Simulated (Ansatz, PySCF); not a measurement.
This Ansatz (a program for electronic structure) input computes a CAM-B3LYP/def2-TZVPD energy:

Ansatz 0.2 input:
```yaml
crystal:
  periodic: [false, false, false]
  atoms:
    - {symbol: Ge, position_ang: [-0.00000000, -0.00000000, -1.59327959]}
    - {symbol: I, position_ang: [0.00000000, 0.00000000, 0.96198013]}
basis:
  gaussian:
    orbitals: def2-TZVPD
hamiltonian:
  xc: {name: CAM-B3LYP}
magnetization: {spin_polarized: true, initial_magnetization: 1}
output: {forces: true}
```

Task: Write an input for the same energy in PySCF and say what it gives.

Result: 
```python
from pyscf import gto, scf, dft

mol = gto.M(
    atom='''
    Ge   -0.00000000   -0.00000000   -1.59327959
    I     0.00000000    0.00000000    0.96198013
    ''',
    basis='def2-tzvpd',
    ecp='def2-tzvp',
    charge=0,
    spin=1,
    symmetry='C2v',
    verbose=4,
)

mf = dft.UKS(mol, xc='camb3lyp').density_fit(auxbasis='def2-universal-jkfit')
mf.grids.level = 3
mf.conv_tol = 1e-9
mf.max_cycle = 100
mf.max_memory = 1500
mf.kernel()
if not mf.converged:
    mf = mf.newton()
    mf.kernel(mf.make_rdm1())
mf.analyze()
```
It gives -2374.83637 Eh, and Ansatz -2374.83633 Eh, a difference of 0.04 mEh, from the treatment of integrals and grids.
